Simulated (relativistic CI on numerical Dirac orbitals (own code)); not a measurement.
# I⁺: from the plainest model towards the measured levels

Calculated with a relativistic CI code on KLI orbitals (one set per configuration, finite nucleus), adding one ingredient at a time: step 1, Dirac-Coulomb, each configuration alone; step 2, with Breit and QED terms; step 3, with configuration mixing; step 4, with scaled Slater integrals (0.85); step 5, with a P86 correlation estimate; step 6, tied to the ionisation limit. P86 is a density functional for the correlation energy, evaluated here for each configuration and added to its levels. Step 6 is semi-empirical: configurations made of the next ion and one excited electron move by -3695 cm⁻¹, so that their limit matches the tabulated ionisation energy, and those with a non-penetrating f or g electron also take the P86 value of the least penetrating other one.

Configuration list (outside the closed core [Kr] 4d10): 5s2 5p4, 5s2 5p3 6s, 5s 5p5, 5s2 5p3 5d, 5s2 5p3 6p, 5p6, 5s 5p4 5d, 5s2 5p3 7s, 5s2 5p3 6d, 5s2 5p3 4f, 5s2 5p3 7p, 5s2 5p3 7d, 5s2 5p3 5f, 5s2 5p3 6f, 5s2 5p3 7f, 5s2 5p2 5d2, 5s2 5p 5d2 6s, 5s2 5p 5d3, 5s2 5p 5d2 6p, 5s 5p2 5d3, 5s2 5p 5d2 7s.

Computed minus measured energy above the ground level, in cm⁻¹, for 10 of the 20 excited levels that pair in every step (one J of a term; a digit in brackets numbers repeated terms):

| Configuration | Term | J | Measured | Step 1 | Step 2 | Step 3 | Step 4 | Step 5 | Step 6 |
| --- | --- | --- | --- | --- | --- | --- | --- | --- | --- |
| 5s2 5p4 | 3P | 0 | 6448 | 610 | 543 | -35 | -310 | -304 | -304 |
| 5s2 5p4 | 1D | 2 | 13727 | 2402 | 2305 | 1646 | 474 | 492 | 487 |
| 5s2 5p4 | 1S | 0 | 29501 | 4774 | 4624 | 590 | -1548 | -1532 | -1525 |
| 5s2 5p3 6s | 5S° | 2 | 81033 | -6075 | -6125 | -903 | -257 | 4017 | 668 |
| 5s2 5p3 6s | 3S° | 1 | 84843 | -4336 | -4377 | 399 | -144 | 4684 | 1029 |
| 5s2 5p3 5d | 5D° | 0 | 85384 | -5969 | -6101 | -655 | 610 | 3892 | 360 |
| 5s2 5p3 6s | 3D° | 3 | 96651 | -1931 | -2025 | 3191 | 1391 | 5904 | 2239 |
| 5s2 5p3 6p | 5P | 1 | 99220 | -7672 | -7742 | -2591 | -2119 | 3260 | -398 |
| 5s2 5p3 6p | 3P | 1 | 101644 | -6870 | -6936 | -1815 | -1868 | 3511 | -147 |
| 5s2 5p3 6p | 3F | 2 | 111298 | -3545 | -3612 | 1188 | -658 | 4732 | 1073 |

Mean absolute errors in cm⁻¹, over all paired levels and for the configurations:

| Configuration, levels | Step 1 | Step 2 | Step 3 | Step 4 | Step 5 | Step 6 |
| --- | --- | --- | --- | --- | --- | --- |
| all, 20 | 5030 | 5093 | 1343 | 1056 | 3346 | 662 |
| 5s2 5p4, 4 | 1949 | 1898 | 664 | 634 | 631 | 628 |
| 5s2 5p3 6s, 3 | 4114 | 4175 | 1498 | 597 | 4868 | 1312 |
| 5s2 5p3 5d, 4 | 6362 | 6499 | 566 | 613 | 3921 | 376 |
| 5s2 5p3 6p, 9 | 6112 | 6194 | 1939 | 1593 | 3790 | 588 |

Measured levels: NIST Handbook of Basic Atomic Spectroscopic Data (Sansonetti and Martin, J. Phys. Chem. Ref. Data 34, 1559 (2005)).

The mean absolute error is lowest at step 6 (662 cm⁻¹), and the largest single drop is from step 2 to 3 (5093 to 1343). Terms of the ground configuration are off by 1949 at first, 664 with mixing and 634 after scaling, which stands in for the correlation that narrows term splittings. The Breit and QED terms change the top of the ground term (measured 7087) from 7076 to 6966. Mixing lowers the ground level by 7194; relative to it the configurations that move most are 5s2 5p3 5d by +5932, 5s2 5p3 6s by +5071, 5s2 5p3 6p by +5066. Configurations whose own partners of that kind are not in the list rise by much of that lowering, so a short list can trade one imbalance for another. The P86 estimate moves 5s2 5p3 6p by +5383, 5s2 5p3 6s by +4538, 5s2 5p3 5d by +3308, and takes the mean absolute error of the excited configurations from 1161 to 4025; it overshoots. Step 6 takes that error from 4025 to 671; the error more than halves for 5s2 5p3 6s, 5s2 5p3 5d, 5s2 5p3 6p.
